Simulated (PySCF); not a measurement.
Molfile (atoms numbered from 1):
```
C4H12SSi
     RDKit          3D

 18 17  0  0  0  0  0  0  0  0999 V2000
   -0.5170    1.2696   -0.7480 C   0  0  0  0  0  0  0  0  0  0  0  0
   -1.0405   -0.0039   -0.0925 C   0  0  0  0  0  0  0  0  0  0  0  0
   -2.2572   -0.5318   -0.8527 C   0  0  0  0  0  0  0  0  0  0  0  0
    0.0276   -1.0920   -0.0402 C   0  0  0  0  0  0  0  0  0  0  0  0
    1.3468   -0.7694    1.1903 S   0  0  0  0  0  0  0  0  0  0  0  0
    2.8982    0.2094    0.0841 Si  0  0  0  0  0  4  0  0  0  0  0  0
   -1.3028    2.0202   -0.7936 H   0  0  0  0  0  0  0  0  0  0  0  0
    0.3133    1.6825   -0.1802 H   0  0  0  0  0  0  0  0  0  0  0  0
   -0.1775    1.0664   -1.7623 H   0  0  0  0  0  0  0  0  0  0  0  0
   -1.3398    0.2261    0.9355 H   0  0  0  0  0  0  0  0  0  0  0  0
   -1.9759   -0.8249   -1.8624 H   0  0  0  0  0  0  0  0  0  0  0  0
   -3.0233    0.2372   -0.9181 H   0  0  0  0  0  0  0  0  0  0  0  0
   -2.6818   -1.3966   -0.3484 H   0  0  0  0  0  0  0  0  0  0  0  0
   -0.4148   -2.0342    0.2836 H   0  0  0  0  0  0  0  0  0  0  0  0
    0.4918   -1.2363   -1.0152 H   0  0  0  0  0  0  0  0  0  0  0  0
    4.1375   -0.3211    0.6260 H   0  0  0  0  0  0  0  0  0  0  0  0
    2.8083    1.6543    0.2674 H   0  0  0  0  0  0  0  0  0  0  0  0
    2.6983   -0.1493   -1.3143 H   0  0  0  0  0  0  0  0  0  0  0  0
  1  2  1  0
  2  3  1  0
  2  4  1  0
  4  5  1  0
  5  6  1  0
  1  7  1  0
  1  8  1  0
  1  9  1  0
  2 10  1  0
  3 11  1  0
  3 12  1  0
  3 13  1  0
  4 14  1  0
  4 15  1  0
  6 16  1  0
  6 17  1  0
  6 18  1  0
M  END
```

Geometry: GFN2-xTB; GIAO shifts from PySCF 2.14.0 with density-fitted response routines, gas phase, non-relativistic, averaged over equivalent atoms.

At CAM-B3LYP/ANO-RCC-VDZP (152 basis functions, 58 s wall time on 1 thread of an Arm Neoverse V1, shared host):
```csv
atoms,δ (ppm)
C4,47.5
C2,38.3
C1/C3,22.1
Si6,-65.6
H16/H17/H18,4.72
H14/H15,2.48
H10,1.72
H7/H8/H9/H11/H12/H13,0.98
```

δ = σ(ref) − σ, references computed at the same level: $^{13}$C (σref 188.81), $^{29}$Si (σref 391.42), $^{1}$H (σref 31.82) vs TMS.

**Question.** Predict the values at PBE0/pcSseg-1 on the same geometry.

**Answer.** 
```csv
atoms,δ at PBE0/pcSseg-1,change
C4,49.2,+1.7
C2,38.5,+0.2
C1/C3,24.0,+1.9
Si6,-40.6,+25.0
H16/H17/H18,4.73,+0.01
H14/H15,2.37,-0.11
H10,1.60,-0.12
H7/H8/H9/H11/H12/H13,0.98,+0.00
```

References, each an isolated molecule treated in the same way: TMS for $^{13}$C (186.93 ppm), $^{29}$Si (349.16 ppm), $^{1}$H (31.72 ppm).

The largest change is at Si6 (silicon bonded to S, 3 H). Cost: 176 basis functions, 30 s wall time on 1 thread of an Arm Neoverse V1, shared host. The order of the carbon signals is the same at both levels.
